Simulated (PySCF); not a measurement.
Species: C3H5AlClF.
Atom-mapped SMILES: `[CH2:1]=[CH:2][CH2:3][Al:4]([F:5])[Cl:6]` (hydrogens: H7, H8 on C1; H9 on C2; H10, H11 on C3)

Computed by this run: PBE0-D3(BJ)/def2-SVP geometry optimisation, gas phase (PySCF); density fitting, grid level 1; the optimiser is geomeTRIC in internal coordinates, started from a GFN2-xTB structure with every atom displaced at random (about 0.01 Å).

Step 1: E = -25008.5404 eV
```
atom  x, y, z in Å  |  force x, y, z in eV/Å
C1     -1.7694   -0.1175   -0.5827    0.216  -0.185   0.224
C2     -0.7678   -0.7400    0.0548   -0.223   0.104  -0.168
C3      0.2790   -0.0767    0.8847   -0.032   0.364  -0.044
Al4     1.7952    0.6182   -0.1354    0.434  -0.297   0.178
F5      3.1726    1.1479    0.6627   -0.436  -0.052  -0.219
Cl6     1.8939    0.5801   -2.2268   -0.028   0.088   0.075
H7     -2.4987   -0.6695   -1.1773    0.005  -0.024  -0.043
H8     -1.8989    0.9659   -0.5142   -0.034   0.081  -0.012
H9     -0.6849   -1.8297   -0.0486    0.033   0.029  -0.027
H10    -0.1269    0.8312    1.3774    0.001  -0.123   0.020
H11     0.6520   -0.7277    1.6905    0.063   0.013   0.015
```

Step 2: E = -25008.5611 eV
```
atom  x, y, z in Å  |  force x, y, z in eV/Å
C1     -1.7802   -0.1173   -0.5797    0.061   0.025   0.092
C2     -0.7701   -0.7191    0.0553    0.011  -0.105  -0.019
C3      0.2832   -0.0661    0.8861   -0.120   0.176   0.004
Al4     1.8146    0.5652   -0.1328    0.177  -0.020   0.013
F5      3.1636    1.1371    0.6627   -0.140  -0.059  -0.074
Cl6     1.8883    0.5971   -2.2228   -0.001   0.016   0.031
H7     -2.4809   -0.6944   -1.1867   -0.023   0.028  -0.003
H8     -1.9424    0.9646   -0.5152   -0.005  -0.016  -0.014
H9     -0.6741   -1.8062   -0.0570    0.030  -0.013  -0.043
H10    -0.1087    0.8420    1.3833    0.020  -0.011   0.000
H11     0.6528   -0.7205    1.6919   -0.009  -0.022   0.013
```

Step 3: E = -25008.5617 eV
```
atom  x, y, z in Å  |  force x, y, z in eV/Å
C1     -1.7719   -0.1177   -0.5623   -0.158  -0.072  -0.095
C2     -0.7628   -0.7408    0.0491    0.030   0.170   0.043
C3      0.2726   -0.0578    0.8773    0.066  -0.133   0.082
Al4     1.8161    0.5429   -0.1401   -0.035   0.047  -0.024
F5      3.1350    1.1478    0.6662    0.076  -0.014   0.024
Cl6     1.9031    0.5824   -2.2275    0.008  -0.018  -0.004
H7     -2.4839   -0.6657   -1.1837   -0.013   0.005   0.002
H8     -1.9251    0.9635   -0.4689    0.011  -0.024   0.008
H9     -0.6514   -1.8249   -0.0812    0.014   0.034  -0.028
H10    -0.1274    0.8522    1.3617   -0.003   0.005  -0.036
H11     0.6418   -0.6996    1.6945    0.003   0.002   0.030
```

Problem. Estimate the geometry and energy of step 4. (The exact step hangs on the optimiser's Hessian estimate; all steps are aligned on step 3, rigid shifts and turns removed.)

Solution. E = -25008.5650 eV, largest force 0.078 eV/Å
```
atom  x, y, z in Å  |  force x, y, z in eV/Å
C1     -1.7820   -0.1215   -0.5664   -0.063  -0.003  -0.016
C2     -0.7648   -0.7286    0.0495    0.019   0.044   0.010
C3      0.2760   -0.0544    0.8794    0.001  -0.069   0.037
Al4     1.8225    0.5428   -0.1377   -0.037   0.047  -0.019
F5      3.1483    1.1353    0.6675    0.058  -0.022   0.019
Cl6     1.9063    0.5895   -2.2251    0.008  -0.017  -0.002
H7     -2.4887   -0.6799   -1.1845    0.004  -0.008   0.011
H8     -1.9471    0.9579   -0.4790    0.004   0.000   0.006
H9     -0.6493   -1.8122   -0.0803    0.018   0.010  -0.030
H10    -0.1184    0.8554    1.3684    0.000   0.016  -0.030
H11     0.6433   -0.7021    1.6933   -0.012   0.002   0.014
```

The energy changes by -0.0033 eV. The first-order estimate −F·Δx gives -0.0050 eV and the mean of the old and new forces, exact on a quadratic surface, -0.0033 eV. The step makes an angle of 70° with the force vector and moves no atom by more than 0.025 Å.

The cost below is that of the whole optimisation. Time: 84 s of wall time; peak memory 0.51 GiB. Hardware: one thread of an Arm Neoverse N1, no GPU, shared host.
